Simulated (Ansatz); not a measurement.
Consider the isomerisation: `C[Te]C(C)=N` → `C=C(N)[Te]C`.

Program: Ansatz. Geometries: PBE0-D4/def2-TZVP. ΔE: electronic, gas phase. CCSD(T)/CBS adds triple-zeta CCSD(T) − MP2 to the extrapolated MP2 energy (def2 sets, frozen cores). Functionals use def2-TZVPP. B3LYP here is the variant with VWN-RPA as its local correlation; programs differ in this. def2 core potentials past Kr. For Te outer-core shells are correlated without core-valence functions, which leaves a few kJ/mol of doubt a bond. Each species was taken in one conformer, which may not be the lowest.

| level | ΔE (kJ/mol) | difference from CCSD(T)/CBS |
| --- | --- | --- |
| PBE-D4 | 26.3 | 2.7 |
| r2SCAN-D4 | 26.9 | 3.3 |
| PBE0-D4 | 21.6 | -2.0 |
| B3LYP-D4 | 24.3 | 0.7 |
| ωB97X-V | 23.8 | 0.2 |
| ωB97M-V | 20.9 | -2.7 |
| B2PLYP | 25.2 | 1.6 |
| PBE | 26.7 | 3.1 |
| r2SCAN | 26.9 | 3.3 |
| PBE0 | 21.9 | -1.7 |
| B3LYP | 24.9 | 1.3 |
| HF/def2-TZVPP | 24.4 | 0.8 |
| MP2/def2-TZVPP | 22.5 | -1.1 |
| SCS-MP2/def2-TZVPP | 25.7 | 2.1 |
| CCSD/def2-TZVPP | 24.7 | 1.1 |
| CCSD(T)/def2-TZVPP | 26.0 | 2.4 |
| HF/def2-QZVPP | 24.2 | 0.6 |
| MP2/def2-QZVPP | 21.1 | -2.5 |
| SCS-MP2/def2-QZVPP | 24.3 | 0.7 |
| HF/CBS(def2) | 24.2 | 0.6 |
| MP2/CBS(def2) | 20.1 | -3.5 |
| CCSD/CBS(def2) | 22.3 | -1.3 |
| CCSD(T)/CBS | 23.6 | 0 |

Largest T1 diagnostic among the species: 0.012.

From PBE to PBE0 (25 % exact exchange), in def2-TZVPP and without D4, ΔE moves by −4.8 kJ/mol.
